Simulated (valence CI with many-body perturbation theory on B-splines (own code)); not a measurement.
**Forbidden lines of Eu⁵⁸⁺**

Level of theory: configuration interaction combined with many-body perturbation theory (CI+MBPT): three valence electrons over a frozen Dirac-Fock core [He], a basis of 11 s, 11 p, 9 d, 7 f, 5 g, 2 h, 1 i functions for each j, with the one-electron correlation potential Σ1, the two-electron term Σ2, the three-electron term Σ3, Breit, model QED; selected CI, second order for the rest (own B-spline code, finite nucleus).

The last digits are not significant, and no measured levels were compared; by estimate large intervals hold to a few tenths of a per cent, small ones and those within an open d or f shell to about a per cent.

Lines 1 to 29 of 29 in falling wavelength, among levels below 648.30 Ry, chosen from the decays that carry over 1 % of a level's rate. Wavelengths and rates use the calculated energies. Electric multipoles are in the length gauge, E1 and E2 with the static RPA response of the core. S is in atomic units (e²a₀⁴ for E2 and M2, e²a₀⁶ for E3), for M1 in squared Bohr magnetons. Weak lines are less certain than strong ones. Lines between different terms over intervals too small for the method are left out, as are lines whose strength nearly cancels. The highest levels of a list are the least certain.

Levels are named by their leading jj configuration (3d3/2^4 stands for four electrons in 3d with j = 3/2), which in mixed levels can hold well under half, so a name can repeat and another be missing. Letters in brackets count levels of one name in rising energy.

| λ vac (nm) | Upper | Lower | Type | A (s⁻¹) | S (a.u.) |
| --- | --- | --- | --- | --- | --- |
| 1.920 | (2s 2p1/2 2p3/2) J=3/2 [a] | (2s 2p1/2^2) J=1/2 | M1 | 1.67e+09 | 1.76e+00 |
| 1.848 | (2s 2p3/2 3d5/2) J=9/2 | (2s 2p1/2 3d5/2) J=7/2 | M1 | 1.59e+09 | 3.71e+00 |
| 1.751 | (2s^2 2p3/2) J=3/2 | (2s^2 2p1/2) J=1/2 | M1 | 1.62e+09 | 1.29e+00 |
| 0.1851 | (2s^2 3p1/2) J=1/2 | (2s^2 2p3/2) J=3/2 | E2 | 1.15e+12 | 4.45e-05 |
| 0.1828 | (2s 2p3/2 3p3/2) J=7/2 | (2s 2p3/2^2) J=3/2 | E2 | 3.26e+10 | 4.75e-06 |
| 0.1804 | (2s 2p3/2 3p3/2) J=7/2 | (2s 2p3/2^2) J=5/2 | E2 | 3.81e+11 | 5.20e-05 |
| 0.1801 | (2s 2p3/2 3p3/2) J=1/2 [b] | (2s 2p3/2^2) J=3/2 | E2 | 6.63e+11 | 2.24e-05 |
| 0.1799 | (2s 2p1/2 3p3/2) J=5/2 | (2s 2p1/2 2p3/2) J=5/2 | E2 | 3.12e+11 | 3.16e-05 |
| 0.1795 | (2s^2 3p3/2) J=3/2 | (2s^2 2p3/2) J=3/2 | E2 | 5.67e+11 | 3.78e-05 |
| 0.1778 | (2s 2p3/2 3p3/2) J=1/2 [b] | (2s 2p3/2^2) J=5/2 | E2 | 2.28e+11 | 7.21e-06 |
| 0.1777 | (2s 2p3/2 3d5/2) J=9/2 | (2s 2p3/2^2) J=5/2 | M2 | 2.26e+10 | 3.58e-06 |
| 0.1777 | (2s 2p3/2 3d5/2) J=9/2 | (2s 2p3/2^2) J=5/2 | E3 | 1.31e+09 | 2.33e-06 |
| 0.1639 | (2s 2p3/2 3p3/2) J=7/2 | (2s 2p1/2 2p3/2) J=5/2 | E2 | 2.98e+11 | 2.52e-05 |
| 0.1637 | (2s 2p1/2 3p3/2) J=5/2 | (2s 2p1/2^2) J=1/2 | E2 | 6.28e+11 | 3.96e-05 |
| 0.1631 | (2s 2p3/2 3p3/2) J=7/2 | (2s 2p1/2 2p3/2) J=3/2 [a] | E2 | 4.64e+11 | 3.83e-05 |
| 0.1631 | (2s 2p3/2 3p3/2) J=1/2 [b] | (2s 2p1/2 2p3/2) J=3/2 [b] | E2 | 6.58e+11 | 1.35e-05 |
| 0.1628 | (2s^2 3p3/2) J=3/2 | (2s^2 2p1/2) J=1/2 | E2 | 6.84e+11 | 2.79e-05 |
| 0.1617 | (2s 2p3/2 3d5/2) J=9/2 | (2s 2p1/2 2p3/2) J=5/2 | M2 | 7.06e+09 | 6.97e-07 |
| 0.1617 | (2s 2p3/2 3d5/2) J=9/2 | (2s 2p1/2 2p3/2) J=5/2 | E3 | 1.18e+09 | 1.09e-06 |
| 0.1610 | (2s 2p3/2 3d5/2) J=9/2 | (2s 2p1/2 2p3/2) J=3/2 [a] | E3 | 2.28e+09 | 2.03e-06 |
| 0.1594 | (2p1/2 2p3/2 3d3/2) J=5/2 [a] | (2s 2p1/2 2p3/2) J=1/2 | E2 | 1.05e+12 | 5.78e-05 |
| 0.1592 | (2p1/2 2p3/2 3d3/2) J=7/2 | (2s 2p1/2 2p3/2) J=3/2 [b] | E2 | 1.34e+12 | 9.77e-05 |
| 0.1582 | (2p1/2^2 3d3/2) J=3/2 | (2s 2p1/2^2) J=1/2 | E2 | 3.30e+12 | 1.17e-04 |
| 0.1579 | (2p1/2 2p3/2 3d3/2) J=7/2 | (2s 2p1/2 2p3/2) J=5/2 | E2 | 1.61e+12 | 1.13e-04 |
| 0.1575 | (2p1/2 2p3/2 3d3/2) J=5/2 [a] | (2s 2p1/2 2p3/2) J=3/2 [a] | E2 | 1.56e+12 | 8.09e-05 |
| 0.1574 | (2p1/2 2p3/2 3d3/2) J=1/2 [a] | (2s 2p1/2 2p3/2) J=3/2 [a] | E2 | 3.02e+12 | 5.21e-05 |
| 0.1572 | (2p1/2 2p3/2 3d3/2) J=7/2 | (2s 2p1/2 2p3/2) J=3/2 [a] | E2 | 3.70e+11 | 2.54e-05 |
| 0.1568 | (2p1/2 2p3/2 3d5/2) J=9/2 | (2s 2p1/2 2p3/2) J=5/2 | E2 | 3.46e+12 | 2.93e-04 |
| 0.1564 | (2p1/2 2p3/2 3d5/2) J=7/2 [a] | (2s 2p1/2 2p3/2) J=3/2 [a] | E2 | 3.05e+12 | 2.04e-04 |
